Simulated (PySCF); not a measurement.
**Carbon: a sound run and one with changed settings**

Sound run: C²⁺ [He] 2s2, C³⁺ [He] 2s1. Computed with PySCF 2.14 in pcseg-2, with no relativity, point nucleus. In the sound run the correlated levels freeze 1s2. The sound run starts from symmetry-adapted Hartree-Fock orbitals and uses a fine grid where one is needed.

Changed run: basis STO-3G. This setting is unsound on purpose.

```tsv
species	method	sound run (hartree)	changed run (hartree)	converged
C²⁺	UHF	-36.40376	-35.97831	yes
C²⁺	B3LYP	-36.51190	-36.07337	yes
C²⁺	r2SCAN	-36.48209	-36.04962	yes
C²⁺	MP2	-36.44539	-36.01050	yes
C²⁺	CCSD(T)	-36.47514	-36.04086	yes
C³⁺	UHF	-34.71930	-34.28507	yes
C³⁺	B3LYP	-34.77386	-34.32722	yes
C³⁺	r2SCAN	-34.76672	-34.32618	yes
```

Ionisation energy of C²⁺:

| method | sound run (eV) | changed run (eV) |
| --- | --- | --- |
| UHF | 45.837 | 46.075 |
| B3LYP | 47.295 | 47.515 |
| r2SCAN | 46.678 | 46.897 |
| MP2 | 46.969 | 46.951 |
| SCS-MP2 | 47.196 | 47.127 |
| CCSD | 47.779 | 47.778 |
| CCSD(T) | 47.779 | 47.778 |
| CCSDT | 47.779 | 47.778 |
| FCI | 47.779 | 47.778 |

A minimal basis cannot let orbitals breathe on ionisation and holds almost no correlation.

For comparison, NIST gives 47.888 eV between the lowest levels.
